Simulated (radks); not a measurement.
Spherical jellium clusters: N electrons in a uniform positive sphere of charge N and radius rs N^(1/3), rs = 5.82 bohr. Level of theory: non-relativistic Kohn-Sham, LDA (Slater exchange, Perdew-Wang correlation), spin-polarised, spherical densities (a radial shooting solver with Libxc functionals). Levels are named by radial order and angular momentum (1s, 1p, 1d, 2s, ...), and open shells are averaged over m. Each electron was tried in the lowest free levels, single moves between levels near the top were tried too, and the lowest total energy was kept; such a search can miss a lower state. Energies include the self-energy of the background; IP and EA are vertical (highest electron removed, lowest free level filled), at fixed background; spill-out counts the electrons outside the background radius R, and alpha is the static dipole polarisability from linear response (closed shells only). A dash means not computed or, for alpha, an open shell; in EA it means that no bound solution was reached, which is typical of self-interaction and does not show that the anion is unstable. Real open-shell clusters deform, which this model forbids.

N        open shells  2S  E(N+1) + E(N-1) - 2E(N) (eV)  IP (eV)  EA (eV)  -e(HOMO) (eV)  spill-out (e)  alpha/R^3
1   1s(up 1, down 0)   1                             -        -        -          2.348           0.26          -
2               none   0                         0.578    3.925        -          2.370           0.40      1.381
3   1p(up 1, down 0)   1                        -0.408    3.084        -          1.813           0.62          -
4   1p(up 2, down 0)   2                        -0.254    3.377        -          2.122           0.74          -
5   1p(up 3, down 0)   3                         0.227    3.524        -          2.310           0.82          -
6   1p(up 3, down 1)   2                        -0.212    3.210    1.074          2.114           0.94          -
7   1p(up 3, down 2)   1                        -0.148    3.365    1.260          2.286           1.03          -
8               none   0                         0.606    3.460        -          2.406           1.10      1.268
9   1d(up 1, down 0)   1                        -0.155    2.808        -          1.836           1.22          -
10  1d(up 2, down 0)   2                        -0.127    2.936    1.061          1.980           1.32          -
11  1d(up 3, down 0)   3                        -0.106    3.034    1.188          2.094           1.41          -
12  1d(up 4, down 0)   4                        -0.089    3.111    1.295          2.188           1.48          -
13  1d(up 5, down 0)   5                         0.227    3.173    1.093          2.265           1.55          -
14  1d(up 5, down 1)   4                        -0.099    2.920    1.213          2.054           1.63          -
15  1d(up 5, down 2)   3                        -0.084    3.002    1.314          2.146           1.71          -
16  1d(up 5, down 3)   2                        -0.072    3.067    1.401          2.223           1.78          -
17  1d(up 5, down 4)   1                        -0.062    3.122    1.476          2.289           1.84          -
18              none   0                         0.133    3.167    1.367          2.345           1.90      1.206
19  2s(up 1, down 0)   1                         0.174    3.018    1.228          2.207           2.02          -
20              none   0                         0.081    2.837    1.158          2.055           2.18      1.224
21  1f(up 1, down 0)   1                        -0.067    2.759    1.233          1.988           2.25          -
22  1f(up 2, down 0)   2                        -0.060    2.812    1.301          2.049           2.30          -
23  1f(up 3, down 0)   3                        -0.054    2.859    1.362          2.103           2.36          -
24  1f(up 4, down 0)   4                        -0.049    2.900    1.418          2.152           2.41          -
25  1f(up 5, down 0)   5                        -0.045    2.937    1.469          2.196           2.46          -
26  1f(up 6, down 0)   6                        -0.041    2.970    1.516          2.237           2.50          -
27  1f(up 7, down 0)   7                         0.192    3.000    1.332          2.273           2.55          -
28  1f(up 7, down 1)   6                        -0.049    2.796    1.389          2.087           2.60          -
29  1f(up 7, down 2)   5                        -0.045    2.838    1.441          2.134           2.66          -
30  1f(up 7, down 3)   4                        -0.041    2.874    1.489          2.177           2.71          -
31  1f(up 7, down 4)   3                             -    2.908    1.533          2.216           2.76          -

All shells are closed at N = 2, 8, 18, 20 (there: 1s2 1p6 1d10 2s2); the second difference of the energy has clear peaks (12 % above both neighbours; the first and last values, which can be the largest, are not judged, and half-filled shells can peak too) at N = 5, 8, 13, 19, 27.
